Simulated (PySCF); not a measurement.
## VBr₂, broken-symmetry Ms = 1/2: molecular constants

Method: UPBE0/[V def2-SVP, Br def2-SVP], no relativity, density fitting, PySCF.

The structure is a minimum.

Z-matrix (Å, degrees; charge 0 multiplicity 2):
```
V
Br 1 2.3350
Br 1 2.3350 2 179.95
```

```
Point group                                                                   : C2v
Bond lengths                                                                  : V–Br 2.335 Å (×2)
Bond angles                                                                   : Br–V–Br 180.0°
Entropy at 298.15 K and 1 bar (electronic part: spin only)                    : 351.9 J/(mol K)
Principal quadrupole moments (Buckingham, traceless) about the centre of mass : -11.16, 5.36, 5.80 D Å
Lowest empty level (α)                                                        : -2.94 eV
Rotational symmetry number                                                    : 2
Dipole moment                                                                 : 0.00 D
Heat capacity Cp at 298.15 K                                                  : 63.6 J/(mol K)
Atomisation energy without zero-point energy                                  : 728 kJ/mol
Principal polarisabilities                                                    : 38.9, 39.1, 96.2 bohr³
Zero-point energy                                                             : 4.1 kJ/mol
Highest occupied level (β)                                                    : -7.03 eV
Spin squared ⟨S²⟩                                                             : 1.725
Enthalpy at 298.15 K above 0 K                                                : 16.69 kJ/mol
Rotational constants                                                          : 0.01959, 0.01959 cm⁻¹
```

Harmonic modes (masses in u: V 50.944, Br 78.918):
```json
{"symmetry": "a1", "ω (cm⁻¹)": "33", "IR (km/mol)": "11.4", "μ (u)": "55.77"}
{"symmetry": "b1", "ω (cm⁻¹)": "39", "IR (km/mol)": "10.9", "μ (u)": "55.77"}
{"symmetry": "a1", "ω (cm⁻¹)": "209", "IR (km/mol)": "0.0", "μ (u)": "78.92"}
{"symmetry": "b2", "ω (cm⁻¹)": "405", "IR (km/mol)": "157", "μ (u)": "55.77"}
```

In C2v the vibrations span 2a1 + b1 + b2. Here b1 is antisymmetric to the molecular plane and b2 lies in it.

Charges (e):
| atom | Mulliken | Löwdin | polar tensor | spin (Mulliken) | Mayer order to V1 |
| --- | --- | --- | --- | --- | --- |
| V1 | 0.64 | 0.28 | 1.27 | 1.08 | – |
| Br2,3 | -0.32 | -0.14 | -0.64 | -0.04 | 1.16 |

Mulliken populations on V1: s 6.58, p 12.38, d 3.39, f 0.00.

Outer orbital energies (eV). α occupied: -10.73, -9.13, -8.93, -8.92, -8.62, -8.59, -7.84, -7.25; empty: -2.94, -2.90, -2.09, -0.19. β occupied: -21.02, -10.47, -9.14, -8.92, -8.90, -8.64, -8.63, -7.03; empty: -2.55, -2.46, -2.31, -1.24.

The determinant is spin-contaminated (⟨S²⟩ = 1.72, pure value 0.75). This need not be the most stable arrangement of these atoms. Other spin states or occupations of the open shell can lie lower. At this level a quartet minimum of D∞h symmetry lies 86 kJ/mol below this structure.

The final relaxation and frequency run took about 3 core-minutes on a shared host.
